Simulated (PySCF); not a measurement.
B(CCH)2(OMe) (C₅H₅BO), SMILES B(C#C)(C#C)OC.

Coordinates come from a B3LYP-D3(BJ)/def2-SVP optimisation. Other conformers were not sampled.

Calculation: TDA-ωB97X/def2-SVPD in PySCF.

Vertical excitations. The molecule is in vacuum. State labels are in the subgroup Cs.

```csv
state,symmetry,energy (eV),λ (nm),f,main pairs
S1,A",5.00,248,0.000,HOMO→LUMO 88 %
S2,A",5.41,229,0.000,"HOMO−3→LUMO 82 %, HOMO→LUMO+5 15 %"
S3,A',5.78,214,0.081,"HOMO−1→LUMO 59 %, HOMO→LUMO+2 14 %"
S4,A',6.12,203,0.055,"HOMO−2→LUMO 53 %, HOMO−3→LUMO+2 12 %"
S5,A",6.62,187,0.000,"HOMO−1→LUMO+2 40 %, HOMO−1→LUMO+1 19 %, HOMO−2→LUMO+7 10 %, HOMO−2→LUMO+2 9 %"
S6,A",6.83,182,0.000,"HOMO−2→LUMO+2 32 %, HOMO−1→LUMO+7 22 %, HOMO−2→LUMO+1 17 %"
S7,A",6.92,179,0.001,HOMO−4→LUMO 88 %
S8,A',7.90,157,0.275,"HOMO−5→LUMO 37 %, HOMO−2→LUMO 18 %, HOMO−1→LUMO+5 11 %, HOMO−3→LUMO+2 9 %"
S9,A',8.23,151,0.094,HOMO→LUMO+1 61 %
S10,A',8.35,148,0.643,"HOMO→LUMO+2 44 %, HOMO−1→LUMO 15 %, HOMO−2→LUMO+5 7 %"
T1,A',4.48,277,0,HOMO−1→LUMO 70 %
T2,A',4.67,265,0,"HOMO−2→LUMO 63 %, HOMO−1→LUMO+5 12 %"
T3,A",4.69,264,0,HOMO→LUMO 83 %
T4,A",5.06,245,0,"HOMO−3→LUMO 75 %, HOMO→LUMO+5 17 %"
```
Triplets are in the Tamm–Dancoff approximation.
